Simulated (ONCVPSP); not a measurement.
**Reading a pseudo-wave (Be)**

Columns: radius, all-electron u(r) and pseudo u(r) of the 2s shell (level -5.70 eV) of beryllium in the configuration [He] 2s1.75 2p0.25; PBEsol, scalar-relativistic, ONCV scheme, ONCVPSP 4.0.1.

| r (bohr) | all-electron | pseudo |
| --- | --- | --- |
| 0.143 | -0.2321 | 0.0446 |
| 0.285 | -0.2372 | 0.0882 |
| 0.428 | -0.1469 | 0.1339 |
| 0.570 | -0.0234 | 0.1845 |
| 0.713 | 0.1053 | 0.2407 |
| 0.855 | 0.2239 | 0.2980 |
| 0.998 | 0.3280 | 0.3552 |
| 1.140 | 0.4152 | 0.4131 |
| 1.283 | 0.4869 | 0.4736 |
| 1.425 | 0.5424 | 0.5316 |
| 1.568 | 0.5836 | 0.5793 |
| 1.710 | 0.6116 | 0.6109 |
| 1.853 | 0.6284 | 0.6284 |
| 1.995 | 0.6356 | 0.6356 |
| 2.138 | 0.6347 | 0.6347 |
| 2.280 | 0.6272 | 0.6272 |
| 2.423 | 0.6143 | 0.6142 |
| 2.565 | 0.5972 | 0.5972 |
| 2.708 | 0.5768 | 0.5768 |
| 2.850 | 0.5541 | 0.5541 |
| 2.992 | 0.5298 | 0.5298 |
| 3.135 | 0.5042 | 0.5042 |
| 3.278 | 0.4779 | 0.4779 |
| 3.420 | 0.4517 | 0.4517 |
| 3.563 | 0.4254 | 0.4254 |
| 3.705 | 0.3997 | 0.3997 |

(1) How many radial nodes do the two functions have?

(2) At about which radius was the pseudo-wave matched?

(3) Is the pseudo-wave norm-conserving?

Results:

(1) The all-electron 2s function has n − l − 1 = 1; the pseudo-wave has 0, since the states of the same l below it are removed with the core.

(2) 1.90 bohr, where the columns begin to agree (steps of 0.14 bohr).

(3) Yes: the ONCV scheme keeps the norm inside the radius equal to the all-electron one, which fixes the energy derivative of the logarithmic derivative at the level.
